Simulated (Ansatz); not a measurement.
Species: MoH (charge 0, quartet). The spin state was set by rule; other spins were not relaxed. 
Coordinates optimised at B3LYP-D3(BJ)/def2-TZVP (Ansatz, a first-principles code):
```
Mo
H 1 1.7037
```
Charge 0, spin multiplicity 4.

Quantity: atomisation energy (electronic, to ground-state atoms), in eV. Valence correlation only, unless marked. Open shells are spin-unrestricted. No spin-orbit coupling. Frozen are the shells of the preceding noble gas and the d and f shells that filled before the atom's block. In def2 rows, elements after Kr have scalar-relativistic effective core potentials. The coupled-cluster limit lacks core correlation, which all-electron functionals hold. CBS(X,Y): correlation extrapolated as X^-3; Hartree-Fock from the larger set. The program attaches cautions to a run behind SCS-MP2/def2-SVPD: other amplitudes. The program attaches cautions to a run behind CCSD/def2-SVP: other amplitudes. The program attaches cautions to a run behind CCSD/CBS(def2-TZVPPD,def2-QZVPPD): other amplitudes. The program attaches cautions to a run behind CCSD(T)/def2-SVP: other amplitudes. The program attaches cautions to a run behind CCSD(T)/def2-QZVPP: other amplitudes. The program attaches cautions to a run behind CCSD(T)/CBS(def2-TZVPPD,def2-QZVPPD): other amplitudes.

```json
[
 {"level": "r2SCAN-D4/def2-TZVPD", "program": "Ansatz + dftd4", "atomisation energy (eV)": "1.12", "minus last row": "-1.03"},
 {"level": "SCS-MP2/def2-SVPD", "program": "Ansatz", "atomisation energy (eV)": "0.92", "minus last row": "-1.23"},
 {"level": "CCSD/def2-SVP", "program": "Ansatz", "atomisation energy (eV)": "1.36", "minus last row": "-0.79"},
 {"level": "CCSD/CBS(def2-TZVPPD,def2-QZVPPD)", "program": "Ansatz", "atomisation energy (eV)": "1.39", "minus last row": "-0.76"},
 {"level": "CCSD(T)/def2-SVP", "program": "Ansatz", "atomisation energy (eV)": "2.47", "minus last row": "0.32"},
 {"level": "CCSD(T)/def2-QZVPP", "program": "Ansatz", "atomisation energy (eV)": "2.19", "minus last row": "0.04"},
 {"level": "CCSD(T)/CBS(def2-TZVPPD,def2-QZVPPD)", "program": "Ansatz", "atomisation energy (eV)": "2.15", "minus last row": "0.00"}
]
```

The UHF reference is spin-contaminated (<S^2> 1.03 over the pure value in the largest basis). The T1 diagnostic of CCSD in the largest basis is 0.135, which is high, so the coupled-cluster rows are less sure than usual.
